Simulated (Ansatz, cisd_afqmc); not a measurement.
System: C, charge 0, triplet.

Total energies in cc-pVTZ-DK, 4 correlated electrons, 1 frozen orbitals. Open shells are spin-unrestricted; no spin-orbit coupling. The -DK rows use spin-free X2C. AFQMC is phaseless with a CISD trial state; ± is one standard error, without the phaseless bias. Outlying blocks are dropped, and bars are widened where a walk drifts. Over all cases where full CI ran beside it in this data, AFQMC minus full CI had a median of +0.1 mEh and passed +0.4 mEh in a tenth of the cases. Full CI freezes restricted core orbitals and the other rows unrestricted ones, which leaves a small offset even where coupled cluster is exact.

```tsv
method	program	energy (Eh)	error against FCI (mEh)
HF	Ansatz	-37.70652	89.61
MP2	Ansatz	-37.77345	22.67
CCSD	Ansatz	-37.79368	2.44
CCSD(T)	Ansatz	-37.79572	0.41
CCSDT(Q)	Ansatz	-37.79621	-0.09
CCSDTQ	Ansatz	-37.79622	-0.10
AFQMC/CISD	cisd_afqmc	-37.7960 ± 0.0001	0.2 ± 0.1
FCI	Ansatz	-37.79612	0.00
```

Ansatz is a program for electronic structure.
